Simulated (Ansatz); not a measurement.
Program: Ansatz. Geometries: PBE0-D4/def2-TZVP. ΔE: electronic, gas phase. CCSD(T)/CBS adds triple-zeta CCSD(T) − MP2 to the extrapolated MP2 energy (def2 sets, frozen cores). DFT in def2-TZVPP. Elements past krypton have def2 core potentials. For Se, Sn outer-core shells are correlated without core-valence functions, which leaves a few kJ/mol of doubt a bond. Scalar relativity is left out up to krypton. Each species was taken in one conformer, which may not be the lowest.

Consider the ligand exchange at the Se–Sn bond: `C[O][Sn]([Cl])([Cl])[SeH]` + `OPO` → `OP(O)[SeH]` + `C[O][SnH]([Cl])[Cl]`.

| level | ΔE (kcal/mol) |
| --- | --- |
| ωB97M-V | 11.3 |
| PBE | 9.1 |
| r2SCAN | 9.3 |
| MP2/def2-QZVPP | 13.7 |

What does CCSD(T)/CBS give? (Estimate.)

Computed: +13.0 kcal/mol. The listed levels differ from it by -1.7, -3.9, -3.7, 0.7 kcal/mol.

Largest T1 diagnostic among the species: 0.013.

From PBE to PBE0 (25 % exact exchange), in def2-TZVPP and without D4, ΔE moves by +1.3 kcal/mol. In def2-TZVPP, CCSD(T) changes the Hartree–Fock value by −1.7 kcal/mol (the triples alone add −0.5 kcal/mol) and MP2 by −0.9 kcal/mol.
